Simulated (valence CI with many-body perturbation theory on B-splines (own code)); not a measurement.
Results of a calculation; reference values are marked as such.
## Hyperfine factors and g values of Pm LVII

Level of theory: valence CI with perturbative core correlation (CI+MBPT): three valence electrons over a frozen Dirac-Fock core [He], a basis of 11 s, 11 p, 9 d, 7 f, 5 g, 2 h, 1 i functions for each j, with the one-electron correlation potential Σ1, the two-electron term Σ2, the three-electron term Σ3, Breit, model QED; selected CI, second order for the rest (own B-spline code, finite nucleus).

No measured spectrum was set against this ion. As an estimate, large intervals hold to a few tenths of a per cent, small ones and those within an open d or f shell to about a per cent.

A/g_I is the dipole constant over the nuclear g factor μ/I (μ in nuclear magnetons, uniformly magnetised nucleus), B/Q the quadrupole constant per barn. Both hold the static response of the core; the bare values leave it out. Large factors of s and p1/2 electrons are usually good to 5 to 10 %; those of open d and f shells near neutrality can be off by tens of per cent, and small factors of p3/2, d and f electrons come from cancelling terms and can be off by a factor of two or in sign, in half-filled shells by more. B is blank for J = 1/2, where it vanishes, and for nearly pure S terms. Energies count from the lowest level.

Levels are named by their leading jj configuration (3d3/2^4 stands for four electrons in 3d with j = 3/2), which in mixed levels can hold well under half, so a name can repeat and another be missing. Letters in brackets count levels of one name in rising energy.

| Level | E (eV) | g | A/g_I (MHz) | A/g_I bare | B/Q (MHz/b) | B/Q bare |
| --- | --- | --- | --- | --- | --- | --- |
| (2s^2 2p1/2) J=1/2 | 0.0 | 0.633 | 3320000 | 3300000 |  |  |
| (2s 2p1/2^2) J=1/2 | 197.3 | 2.106 | 1.01e+07 | 9950000 |  |  |
| (2s^2 2p3/2) J=3/2 | 613.6 | 1.310 | 458000 | 470000 | 886000 | 888000 |
| (2s 2p1/2 2p3/2) J=3/2 [a] | 751.2 | 1.641 | 2530000 | 2520000 | 698000 | 700000 |
| (2s 2p1/2 2p3/2) J=5/2 | 786.7 | 1.332 | 2970000 | 2950000 | 685000 | 687000 |
| (2s 2p1/2 2p3/2) J=1/2 | 843.4 | 1.245 | -3570000 | -3500000 |  |  |
| (2s 2p1/2 2p3/2) J=3/2 [b] | 844.7 | 0.972 | 34200 | 56000 | 502000 | 503000 |
| (2p1/2^2 2p3/2) J=3/2 | 1052.7 | 1.337 | 419000 | 442000 | 838000 | 839000 |
| (2s 2p3/2^2) J=5/2 | 1382.8 | 1.416 | 2430000 | 2410000 | 197000 | 197000 |
| (2s 2p3/2^2) J=1/2 | 1468.4 | 1.904 | 1.03e+07 | 1.01e+07 |  |  |
| (2s 2p3/2^2) J=3/2 | 1469.3 | 1.181 | -1500000 | -1450000 | -144000 | -144000 |
| (2p1/2 2p3/2^2) J=3/2 | 1628.7 | 1.439 | -140000 | -110000 | 75600 | 75700 |
| (2p1/2 2p3/2^2) J=5/2 | 1649.9 | 1.174 | 1010000 | 1020000 | -3180 | -3180 |
| (2p1/2 2p3/2^2) J=1/2 | 1694.4 | 0.633 | 3330000 | 3300000 |  |  |
| (2p3/2^3) J=3/2 | 2278.4 | 1.288 | 446000 | 466000 | -913000 | -914000 |
| (2s^2 3s) J=1/2 | 6817.4 | 1.989 | 3010000 | 2990000 |  |  |
| (2s^2 3p1/2) J=1/2 | 6884.5 | 0.667 | 988000 | 982000 |  |  |
| (2s 2p1/2 3s) J=1/2 [a] | 6949.8 | 2.366 | 5770000 | 5700000 |  |  |
| (2s 2p1/2 3s) J=3/2 | 6971.3 | 1.548 | 5430000 | 5370000 | -97600 | -97800 |
| (2s 2p1/2 3s) J=1/2 [b] | 6995.5 | 0.725 | 5240000 | 5190000 |  |  |
| (2s 2p1/2 3p1/2) J=1/2 [a] | 7006.4 | 0.267 | -622000 | -603000 |  |  |
| (2s 2p1/2 3p1/2) J=3/2 | 7029.4 | 1.108 | 4820000 | 4770000 | -103000 | -103000 |
| (2s 2p1/2 3p1/2) J=1/2 [b] | 7063.1 | 1.956 | 1.03e+07 | 1.02e+07 |  |  |
| (2s^2 3p3/2) J=3/2 | 7067.3 | 1.330 | 232000 | 234000 | 252000 | 252000 |
| (2s^2 3d3/2) J=3/2 | 7115.1 | 0.794 | 114000 | 114000 | 45900 | 46400 |
| (2s^2 3d5/2) J=5/2 | 7164.7 | 1.192 | 80400 | 80000 | 70200 | 70800 |
| (2p1/2^2 3s) J=1/2 | 7182.8 | 1.819 | 1270000 | 1260000 |  |  |
| (2s 2p1/2 3p3/2) J=3/2 [a] | 7197.3 | 1.397 | 514000 | 513000 | 257000 | 257000 |
| (2s 2p1/2 3p3/2) J=5/2 | 7223.6 | 1.327 | 2740000 | 2720000 | 147000 | 147000 |
| (2s 2p1/2 3p3/2) J=3/2 [b] | 7226.4 | 1.245 | 1530000 | 1520000 | 137000 | 137000 |
| (2s 2p1/2 3d3/2) J=3/2 [a] | 7234.7 | 0.563 | -893000 | -879000 | 57100 | 57500 |
| (2s 2p1/2 3p3/2) J=1/2 | 7239.5 | 1.485 | -2640000 | -2600000 |  |  |
| (2p1/2^2 3p1/2) J=1/2 | 7240.9 | 0.611 | 139000 | 141000 |  |  |
| (2s 2p1/2 3d3/2) J=5/2 | 7259.6 | 1.022 | 2630000 | 2610000 | -42400 | -42100 |
| (2s 2p1/2 3d3/2) J=3/2 [b] | 7275.6 | 1.196 | 2670000 | 2640000 | 80500 | 80700 |
| (2s 2p1/2 3d3/2) J=1/2 | 7284.2 | 0.459 | -3530000 | -3490000 |  |  |
| (2s 2p1/2 3d5/2) J=5/2 [a] | 7295.5 | 1.318 | 758000 | 748000 | 55900 | 56500 |
| (2s 2p1/2 3d5/2) J=7/2 | 7318.7 | 1.233 | 1960000 | 1940000 | -58500 | -58100 |
| (2s 2p1/2 3d5/2) J=5/2 [b] | 7329.6 | 1.064 | 216000 | 217000 | 140000 | 140000 |
| (2s 2p1/2 3d5/2) J=3/2 | 7329.9 | 1.090 | -2460000 | -2430000 | 20300 | 20600 |

Q: Take the isotope of mass number 147, with I = 7/2, μ = 2.58 μN and Q = 0.74 b. What is the hyperfine structure of (2s 2p1/2 2p3/2) J=3/2 [a]?

A: From the table A = 1860000 MHz, B = 517000 MHz. Shifts from the centre of gravity in MHz: F = 2: -1.23e+07, F = 3: -7070000, F = 4: 225000, F = 5: 9890000.
